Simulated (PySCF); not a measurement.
How methods differ on the ionisation energy of Tc⁺

Tc⁺ [Kr] 4d5 5s1 (7S) → Tc²⁺ [Kr] 4d5 (6S), as a difference of total energies. All numbers are calculated (PySCF 2.14, the spin-free X2C one-electron Hamiltonian (Gaussian nucleus), in x2c-TZVPPall). Correlated levels: valence and next inner shell: [Ar] 3d10 frozen. The calculations carry no spin-orbit coupling.

Order these methods by the ionisation energy they give, lowest first.
A. SCS-MP2 (valence and next inner shell)
B. CCSD(T) (valence and next inner shell)
C. CCSD (valence and next inner shell)
D. MP2 (valence and next inner shell)

A (14.809 eV), C (15.047 eV), B (15.100 eV), D (15.178 eV).

Errors of the correlated levels include the incompleteness of this basis and the frozen core.

For comparison: 15.26 eV (semi-empirical (NIST evaluation); NIST Atomic Spectra Database, ionization energies).
